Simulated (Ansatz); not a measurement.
Consider the hydrogen abstraction from a C–H bond: `[CH3][SbH][CH3]` + F• → `[CH2][SbH][CH3]`• + H–F.

Gas-phase electronic energies from Ansatz, PBE0-D4/def2-TZVP geometries. CCSD(T)/CBS is the MP2 limit (def2-TZVPP, def2-QZVPP) plus CCSD(T) − MP2 in def2-TZVPP, frozen cores. This one scheme is used for every species, atoms too. DFT in def2-TZVPP. B3LYP here is the variant with VWN-RPA as its local correlation; programs differ in this. No spin–orbit coupling; open shells (•) take unrestricted orbitals. Spin–orbit coupling would lower the free atoms: a little for F. Elements past krypton have def2 core potentials. Bonds to Sb are less sure, by a few kJ/mol each and by 10 to 20 or more in all where they break to atoms, as the def2 sets lack core-valence functions.

CCSD(T)/CBS gives -1.41 eV.

(1) Another level gave -1.36 eV. Which?
A. SCS-MP2/def2-TZVPP
B. BHLYP-D4/def2-TZVPP
C. r2SCAN/def2-TZVPP
D. B3LYP/def2-TZVPP

Largest T1 diagnostic among the species: 0.015.

## Answers

(1) D. B3LYP -1.36, SCS-MP2/def2-TZVPP -1.29, r2SCAN -1.44, BHLYP-D4 -1.08 eV.

At CCSD(T), def2-SVP lies +0.42 eV from the extrapolated value and def2-TZVPP +0.12 eV. Leaving LDA and LC-ωPBE aside and taking each functional with its dispersion term where it has one, the values, not all of them listed here, spread over 0.45 eV, from PBE-D4 to BHLYP-D4. LDA lies −0.36 eV from PBE without D4. From r2SCAN to r2SCAN0 (25 % exact exchange), in def2-TZVPP and without D4, ΔE moves by +0.17 eV.

CCSD(T)/CBS has its own doubt, a few kJ/mol and more with outer-core shells, so smaller differences from it don't rank the levels.
